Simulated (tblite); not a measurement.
Species: CH₄FNSi₂.
Numbering: `[C-:1]#[N+:2][SiH2:3][SiH2:4][F:5]` (hydrogens: H6, H7 on Si3; H8, H9 on Si4)

Geometry (GFN2-xTB, Å), atoms numbered from 1 in this order:
```
atom  x, y, z in Å
C1     2.4168    1.0061   -1.4969
N2     1.7699    0.4122   -0.7231
Si3    0.7696   -0.4477    0.4130
Si4   -1.4004    0.1901   -0.0292
F5    -2.3108   -0.6519    1.0075
H6     1.1176   -1.8490    0.1549
H7     1.3307   -0.0460    1.7076
H8    -1.7391    1.5776    0.2729
H9    -1.9408   -0.1855   -1.3318
```

Computed values, GFN2-xTB/tblite, gas phase, harmonic and unscaled. This tight-binding method is rough: wavenumbers can miss measured ones by several per cent, in bad cases by 10 to 20. Modes of hydrogen on silicon can be 10 to 20 % off. One conformer, not necessarily the lowest.

Harmonic wavenumbers (cm⁻¹): 28.7, 88.8, 163.2, 209.7, 245.9, 346.4, 452.8, 472.1, 581.2, 587.3, 662.9, 691.8, 737.6, 767.7, 798.9, 808.5, 2161.8, 2220.7, 2238.2, 2277.3, 2296.9.

A = 8958, B = 1471, C = 1301 MHz; mass 104.987 u (most abundant isotopes); point group Cs, symmetry number 1.

Problem. What is the zero-point energy?

Solution. Half the sum of the wavenumbers: 9419 cm⁻¹ = 112.68 kJ/mol.

Problem. Give the ideal-gas entropy at 400 K and 1 bar in the rigid-rotor, harmonic-oscillator model (classical rotation).

Solution. Translation 173.00, rotation 118.01, vibration 116.04: S = 407.1 J/(mol K).

Problem. And Cp and H(400 K) − H(0)?

Solution. Cp = 135.08 J/(mol K), of which vibrations give 101.82 (their classical limit is 21 R = 174.6); H(400 K) − H(0) = 36.25 kJ/mol without the zero-point energy, 22.95 from vibrations.

Problem. How do the functions run with temperature in this model?

Solution. 
```json
{"T (K)": "100", "S (J/(mol K))": "273.8", "Cp (J/(mol K))": "64.2", "H − H(0) (kJ/mol)": "4.88", "G − H(0) (kJ/mol)": "-22.50", "ln q(vib)": "1.60"}
{"T (K)": "200", "S (J/(mol K))": "327.4", "Cp (J/(mol K))": "94.1", "H − H(0) (kJ/mol)": "12.79", "G − H(0) (kJ/mol)": "-52.69", "ln q(vib)": "3.46"}
{"T (K)": "300", "S (J/(mol K))": "370.5", "Cp (J/(mol K))": "118.7", "H − H(0) (kJ/mol)": "23.50", "G − H(0) (kJ/mol)": "-87.65", "ln q(vib)": "5.29"}
{"T (K)": "500", "S (J/(mol K))": "438.5", "Cp (J/(mol K))": "146.5", "H − H(0) (kJ/mol)": "50.36", "G − H(0) (kJ/mol)": "-168.89", "ln q(vib)": "8.73"}
{"T (K)": "800", "S (J/(mol K))": "512.7", "Cp (J/(mol K))": "169.0", "H − H(0) (kJ/mol)": "97.99", "G − H(0) (kJ/mol)": "-312.17", "ln q(vib)": "13.16"}
{"T (K)": "1000", "S (J/(mol K))": "551.5", "Cp (J/(mol K))": "178.5", "H − H(0) (kJ/mol)": "132.80", "G − H(0) (kJ/mol)": "-418.70", "ln q(vib)": "15.69"}
```

q(vib) and H(0) count from the zero-point level.

Problem. Which modes carry the vibrational entropy at 400 K?

Solution. 28.7 cm⁻¹: 27.20; 88.8 cm⁻¹: 17.84; 163.2 cm⁻¹: 12.86; 209.7 cm⁻¹: 10.85; 245.9 cm⁻¹: 9.60; 346.4 cm⁻¹: 7.00 J/(mol K); the other 15 give 30.68 together.

Problem. Blend soft modes into free rotors: weight 1/[1 + (100 cm⁻¹/ν̃)⁴] for the oscillator and the rest for a rotor with moment μB/(μ + B), μ = h/(8π²ν), B = 10⁻⁴⁴ kg m². What vibrational entropy results?

Solution. 104.44 J/(mol K) in place of 116.04, which changes −T·S at 400 K by +4.64 kJ/mol.

Hindered rotation and anharmonicity are outside this model. Other conformers, if any are populated, would add a mixing term that is left out.

Hardware: Arm Neoverse V2, one thread (shared host). Cost: 0.15 s. The figure is for the frequency step alone.
